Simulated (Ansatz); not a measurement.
Geometry optimisation, RKS CAM-B3LYP/def2-SVP (Ansatz).

The input (input.yaml):

```yaml
crystal:
  periodic: [false, false, false]
  atoms:
    - { symbol: Ga, position_ang: [-1.1116, -0.0498, -0.5695] }
    - { symbol: Cl, position_ang: [-0.9326, -1.8909, 1.2741] }
    - { symbol: H, position_ang: [-1.1249, -0.6671, -1.99] }
    - { symbol: H, position_ang: [-2.0239, 1.1317, -0.1603] }
    - { symbol: H, position_ang: [0.233, -0.6977, 0.7097] }
    - { symbol: C, position_ang: [1.0153, 0.3479, 0.2278] }
    - { symbol: H, position_ang: [1.947, 0.0511, 0.7129] }
    - { symbol: H, position_ang: [1.2602, 0.4478, -0.8373] }
    - { symbol: H, position_ang: [0.7375, 1.327, 0.6327] }
basis:
  gaussian: { orbitals: def2-SVP }
hamiltonian:
  xc: cam_b3lyp
relax:
  f_tol: 0.15
  max_steps: 25
  restrain:
    - { distance: [0, 5], at: 3.28, k: 30.0 }
    - { distance: [4, 1], at: 2.63, k: 30.0 }
    - { distance: [0, 1], at: 2.24, k: 30.0 }
    - { distance: [4, 5], at: 1.07, k: 30.0 }
```

Launched with:

```bash
$ ansatz run input.yaml --threads 2 --pin off --max-ram 3072MiB --backend cpu --events-out ev --progress --plain --runs-dir out
```

Question: Where does it end, and by what steps?

Answer: The forces met the threshold. The restraints hold the end off the free minimum. After 8 steps the energy has fallen by 1.858 eV (the restraints' own energy left out); Ga1 moved furthest, 0.66 Å. Joined: H5–C6 (1.39 → 1.09 Å).

```csv
step,energy less start (eV),largest force component (eV/Å),accepted
0,0.0000,1.776,yes
1,-0.5393,4.603,yes
2,-0.9889,5.018,yes
3,-1.2421,3.425,yes
4,-1.5345,1.625,yes
5,-1.7025,1.345,yes
6,-1.8438,0.585,yes
7,-1.8496,0.561,yes
8,-1.8576,0.549,yes
```

```xyz
9
Properties=species:S:1:pos:R:3
Ga -1.672 -0.389 -0.657
Cl -1.480 -1.840 1.006
H -1.273 -0.949 -2.048
H -2.226 0.999 -0.245
H 0.660 -0.310 0.827
C 1.322 0.435 0.392
H 2.359 0.098 0.512
H 1.124 0.557 -0.685
H 1.186 1.400 0.897
```

The run took 20 s on 2 threads of Intel(R) Xeon(R) Platinum 8488C (Sapphire Rapids), with other jobs on the host, peak memory 0.26 GiB.
